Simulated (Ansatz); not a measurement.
H$_{3}$Cl$_{2}$GaN (SMILES [NH3]->[Ga]([Cl])[Cl]), doublet, geometry from GFN2-xTB (such geometries of metal compounds can be far from the true shape) (the spin is typed, not shown lowest); Ansatz (a program for electronic structure) with HF/def2-SV(P).

Input for Ansatz:
Ansatz 0.2 input:
```yaml
crystal:
  periodic: [false, false, false]
  atoms:
    - {symbol: Ga, position_ang: [0.40133393, 0.08252162, 0.44820590]}
    - {symbol: Cl, position_ang: [0.96639567, 0.92336376, -1.49031997]}
    - {symbol: Cl, position_ang: [-1.70338856, 0.24302240, 1.02115994]}
    - {symbol: N, position_ang: [0.03683895, -2.14923634, -0.53827782]}
    - {symbol: H, position_ang: [-0.62603601, -1.94214011, -1.28191761]}
    - {symbol: H, position_ang: [-0.39833007, -2.81816310, 0.09067194]}
    - {symbol: H, position_ang: [0.85402049, -2.58177721, -0.95947187]}
basis:
  gaussian:
    orbitals: def2-SV_P_.json
hamiltonian:
  xc: hf
magnetization: {spin_polarized: true, initial_magnetization: 1}
```
The basis file holds def2-SV(P) in the JSON format of the Basis Set Exchange.

It wrote (shortened):

```
Functional definition: HF
871 factors; integrals over basis functions are off by at most 4.5e-4 eV
mean field evaluation 1: about -78855.3869 eV, gradient 1.9e1 eV
mean field evaluation 2: about -78855.3901 eV, gradient 1.9e1 eV
mean field evaluation 4: about -78857.8151 eV, gradient 2.4e0 eV
mean field evaluation 8: about -78857.9005 eV, gradient 1.7e-1 eV
mean field -78857.90118414 eV, -2897.9744167119 hartree, gradient 1.1e-5 eV, S^2 0.754533; 0 other end points of the search recorded, 0 dependent functions left out
reference -78857.90118414 eV, -2897.9744167119 hartree; 38, 37 occupied and 50, 51 virtual orbitals, 871 factors
Total energy: -78857.90118414 eV, -2897.9744167119 hartree
```
